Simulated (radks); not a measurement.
Charge is removed step by step from the 4d up level of Nb3+, starting from [Kr] 4d(up 2, down 0). Calculated with a radial shooting solver on a logarithmic mesh with Libxc functionals: scalar-relativistic Kohn-Sham, PBE, spin-polarised, spherical densities, point nucleus.

| removed (e) | E - E(0) (eV) | eigenvalue (eV) | E minus straight line (eV) |
|---|---|---|---|
| 0 | 0.000 | -31.342 | 0.000 |
| 0.1 | 3.194 | -32.546 | -0.558 |
| 0.2 | 6.509 | -33.763 | -0.994 |
| 0.3 | 9.947 | -34.990 | -1.309 |
| 0.4 | 13.508 | -36.228 | -1.500 |
| 0.5 | 17.193 | -37.477 | -1.567 |
| 0.6 | 21.003 | -38.736 | -1.508 |
| 0.7 | 24.940 | -40.006 | -1.323 |
| 0.8 | 29.004 | -41.285 | -1.011 |
| 0.9 | 33.197 | -42.575 | -0.570 |
| 1 | 37.519 | -43.874 | 0.000 |

Removing the whole electron costs 37.519 eV by Delta-SCF, against 31.342 eV from minus the eigenvalue at the starting occupation. Slater's transition state (half an electron removed) gives 37.477 eV. Integrating minus the eigenvalue over the occupation (Janak's theorem) gives 37.521 eV. In this scalar-relativistic scheme the density is built from large components alone, so the theorem holds only approximately. The mean slope of the eigenvalue, de/dn, is 12.5 eV per electron. Ionisation energy of Nb3+ in the NIST Atomic Spectra Database: 37.61 eV (measured).
